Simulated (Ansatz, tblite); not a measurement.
Removing an electron: [Cu(SiH3)2]- (CuSi2H6⁻). Charge -1, multiplicity 1. Geometry: PBE0-D4/def2-SVPD. Ansatz, gas phase; energy differences of separate SCF runs; the oxidised species was run as a doublet alone.

```xyz
9

Cu   -0.018    0.004    0.002
Si    0.598    2.028    0.976
H     1.436    2.984    0.134
H     1.443    1.967    2.242
H    -0.513    2.966    1.432
Si   -0.606   -2.026   -0.975
H    -1.539   -1.989   -2.180
H    -1.326   -3.048   -0.102
H     0.524   -2.886   -1.529
```

The xTB rows come from tblite.

| level | −HOMO (eV) | vertical IE (eV) | −LUMO (eV) | HOMO–LUMO gap (eV) |
| --- | --- | --- | --- | --- |
| GFN1-xTB | 6.84 | 8.82 | 3.39 | 3.45 |
| GFN2-xTB | 3.54 | 7.24 | 0.62 | 2.92 |
| PBE-D4/def2-TZVPD | 0.96 | 3.44 | -2.67 | 3.63 |
| r2SCAN-D4/def2-TZVPD | 1.11 | 3.46 | -2.90 | 4.01 |
| PBE0-D4/def2-TZVPD | 1.83 | 3.53 | -3.31 | 5.14 |

 Raw xTB energy differences between charge states are shifted by several eV; the methods need an empirical correction for them.
